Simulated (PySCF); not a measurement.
C2H2BF. Atoms are numbered in the order given.

```xyz
6

B     -0.5254    -0.7030     0.0000
C     -0.1185     0.7685     0.0000
C      0.1541     1.9677     0.0000
H      0.4017     3.0219     0.0000
F      0.4113    -1.6522     0.0000
H     -1.6904    -1.0544     0.0000
```

The structure is a stationary point at PBE-D3(BJ)/def2-SVP.

All values below come from PBE-D3(BJ)/def2-SVP in PySCF.

Harmonic, unscaled wavenumbers; measured fundamentals usually lie a few per cent lower.

| mode | ν (cm⁻¹) | IR (km/mol) | Raman (Å⁴/amu) | depolarisation | moving atoms (share of kinetic energy) |
|---|---|---|---|---|---|
| 1 | 193 | 1.6 | 8.3 | 0.74 | C 52 %, F 24 %, H 15 %, B 8 % |
| 2 | 256 | 3.8 | 4.8 | 0.75 | C 71 %, H 27 % |
| 3 | 516 | 11.8 | 3.2 | 0.50 | C 57 %, F 30 %, B 8 % |
| 4 | 665 | 38.5 | 1.1 | 0.75 | H 76 %, C 24 % |
| 5 | 747 | 23.8 | 1.1 | 0.75 | H 74 %, C 26 % |
| 6 | 867 | 52.1 | 1.7 | 0.75 | H 53 %, B 40 % |
| 7 | 878 | 41.1 | 7.0 | 0.22 | B 45 %, C 29 %, H 24 % |
| 8 | 1081 | 34.8 | 4.7 | 0.31 | H 68 %, F 17 %, B 15 % |
| 9 | 1322 | 327.0 | 3.1 | 0.38 | B 69 %, F 21 %, H 8 % |
| 10 | 2112 | 103.4 | 108.4 | 0.27 | C 89 %, H 9 % |
| 11 | 2570 | 138.7 | 136.4 | 0.19 | H 91 %, B 9 % |
| 12 | 3391 | 40.0 | 42.4 | 0.23 | H 86 %, C 14 % |
